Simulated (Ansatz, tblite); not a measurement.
Forces on the cluster S₇⁻ at its r2SCAN-D4/def2-SVPD geometry. Charge -1, multiplicity 2.

The xTB rows come from tblite. Another isomer (doublet) lies 0.30 eV lower at PBE0-D4/def2-TZVPD; other spin states weren't run for this one.

GFN1-xTB (tblite), largest force 0.82 eV/Å:

```xyz
7
positions Å, forces eV/Å
S    -0.861    1.327   -0.288   -0.063   -0.593   -0.565
S    -1.001   -0.677    0.259    0.687    0.298   -0.112
S    -2.423    0.771   -3.292    0.269    0.142    0.165
S     2.645    0.118    2.868   -0.207   -0.304   -0.089
S    -0.749    1.424   -2.421   -0.278   -0.142    0.521
S     0.925   -1.519    0.413   -0.488    0.342    0.562
S     1.464   -1.445    2.462    0.080    0.258   -0.482
```

GFN2-xTB (tblite), largest force 0.84 eV/Å:

```
S -0.086 -0.618 -0.207
S 0.664 0.351 -0.166
S 0.655 0.307 0.388
S -0.493 -0.658 -0.183
S -0.639 -0.328 0.002
S -0.515 0.313 0.342
S 0.414 0.633 -0.175
```

PBE-D4/def2-TZVPD (Ansatz), largest force 0.34 eV/Å:

```
S 0.001 -0.211 -0.241
S 0.259 0.139 -0.032
S 0.233 0.088 0.067
S -0.139 -0.208 -0.010
S -0.288 -0.070 0.176
S -0.195 0.050 0.270
S 0.128 0.212 -0.230
```
